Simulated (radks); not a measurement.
Effect of the nuclear size on the technetium ion Tc+, [Kr] 4d5 5s1. Method: Dirac Kohn-Sham, exchange-only LDA, spin-unpolarised, spherical densities, finite nucleus; open shells fill j = l - 1/2 first; Fermi nuclear charge, rms radius 4.4112 fm; computed with a radial shooting solver on a logarithmic mesh with Libxc functionals. The rms radius is varied about that value; shifts are against it.

rms radius (fm)  total energy shift (eV)  density at nucleus (e/bohr^3)  1s1/2 shift (meV)  2s1/2 shift (meV)  4s1/2 shift (meV)  4p1/2 shift (meV)  5s1/2 shift (meV)
3.9392                            -0.338                       1.01e+05               -143              -15.4             -0.467              0.043             -0.044
4.0186                            -0.284                      1.008e+05               -120              -12.9             -0.392              0.036             -0.037
4.4112                                 0                      9.972e+04              0.000              0.000              0.000              0.000              0.000
4.6141                             0.156                      9.921e+04               65.8               7.10              0.215             -0.020              0.020
5.0111                             0.479                      9.829e+04                202               21.8              0.661             -0.061              0.062

Slopes of the eigenvalues against <r^2> in GHz/fm^2, as finite differences over the two radii next to the reference (eigenvalue slopes, not the field-shift constants of lines): 1s1/2 8740, 2s1/2 942, 4s1/2 28.6, 4p1/2 -2.66, 5s1/2 2.69.
